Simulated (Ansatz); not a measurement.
Consider the formal exchange of groups at the Si–F bond: `F[SiH](F)S` + `CF` → `FC[SiH](F)S` + H–F.

Calculated with Ansatz (gas phase, PBE0-D4/def2-TZVP geometries, no zero-point term in ΔE). CCSD(T)/CBS is the MP2 limit (def2-TZVPP, def2-QZVPP) plus CCSD(T) − MP2 in def2-TZVPP, frozen cores. This one scheme is used for every species. DFT in def2-TZVPP. Each species was taken in one conformer, which may not be the lowest.

`F[SiH](F)S`:

```xyz
6

F    -0.585    1.259    0.983
Si   -0.471    0.135   -0.129
F    -0.024    0.895   -1.446
S     0.927   -1.341    0.415
H    -1.784   -0.490   -0.339
H     1.936   -0.458    0.515
```

`CF`:

```xyz
5

C     0.027   -0.021    0.050
F    -0.587    0.454   -1.086
H     0.945   -0.543   -0.231
H    -0.650   -0.710    0.561
H     0.265    0.820    0.706
```

`FC[SiH](F)S`:

Cartesian coordinates in Å:
```
F -1.479 0.481 -0.986
C -0.689 -0.614 -0.652
Si 0.842 -0.055 0.298
F 1.874 0.558 -0.756
S 0.286 1.348 1.775
H -0.414 -1.131 -1.578
H -1.289 -1.299 -0.043
H 1.511 -1.194 0.966
H -0.642 1.906 0.975
```

H–F:

Cartesian coordinates in Å:
```
F -0.368 0.119 0.249
H 0.368 -0.119 -0.249
```

| level | ΔE (eV) |
| --- | --- |
| BLYP-D4 | 1.66 |
| r2SCAN-D4 | 1.72 |
| ωB97M-V | 1.69 |
| revPBE | 1.62 |
| r2SCAN | 1.73 |
| r2SCANh | 1.74 |
| BHLYP | 1.86 |
| MP2/CBS(def2) | 1.70 |

(1) What does CCSD(T)/CBS give? (Estimate.)

(2) What do rigid-rotor, harmonic-oscillator terms from PBE0-D4/def2-TZVP frequencies (298.15 K, 1 bar) make of the CCSD(T)/CBS value? (Estimate.)

Largest T1 diagnostic among the species: 0.012.

Answers

(1) The calculation gave: +1.69 eV. The listed levels differ from it by -0.03, 0.03, 0.00, -0.07, 0.04, 0.05, 0.17, 0.01 eV.

(2) Computed: ΔZPE = -0.07 eV, ΔH = +1.64 eV, ΔS = -13 J/(mol·K), ΔG = +1.68 eV.

From PBE to PBE0 (25 % exact exchange), in def2-TZVPP and without D4, ΔE moves by +0.05 eV. In def2-TZVPP, CCSD(T) changes the Hartree–Fock value by −0.28 eV (the triples alone add −0.04 eV) and MP2 by −0.27 eV.
